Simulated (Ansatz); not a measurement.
`[SiH3]C[SiH]1CO1` and `[SiH3][SiH]1CO1` differ in one atom or group.

Ansatz, PBE0-D4/def2-TZVP geometries, multiplicity 1. Each molecule was computed in one conformer, which needn't be the lowest.

| property | `[SiH3]C[SiH]1CO1` |
| --- | --- |
| HOMO–LUMO gap (PBE/def2-TZVPP) / eV | 5.11 |
| LUMO energy (B3LYP/def2-TZVPP) / eV | -0.44 |
| HOMO–LUMO gap (PBE0/def2-TZVPP) / eV | 7.21 |
| size of the dipole moment (PBE/def2-TZVPP) / D | 1.59 |
| HOMO energy (PBE/def2-TZVPP) / eV | -6.17 |
| HOMO energy (B3LYP/def2-TZVPP) / eV | -7.22 |

Problem. What does the change do to each property? (Estimate.)

Solution. The calculation gave: 
| property | `[SiH3][SiH]1CO1` | shift |
| --- | --- | --- |
| HOMO–LUMO gap (PBE/def2-TZVPP) / eV | 4.53 | -0.58 |
| LUMO energy (B3LYP/def2-TZVPP) / eV | -1.15 | -0.71 |
| HOMO–LUMO gap (PBE0/def2-TZVPP) / eV | 6.55 | -0.66 |
| size of the dipole moment (PBE/def2-TZVPP) / D | 1.58 | -0.01 |
| HOMO energy (PBE/def2-TZVPP) / eV | -6.32 | -0.15 |
| HOMO energy (B3LYP/def2-TZVPP) / eV | -7.29 | -0.07 |

With PBE0 the HOMO falls by 0.08 eV and the LUMO falls by 0.74 eV, so the gap narrows by about 0.66 eV. PBE moves the HOMO by -0.15 eV and ωB97M-V by -0.01 eV. Dipoles are sizes alone; their direction can turn.

B3LYP here is the variant with VWN-RPA as its local correlation; programs differ in this.
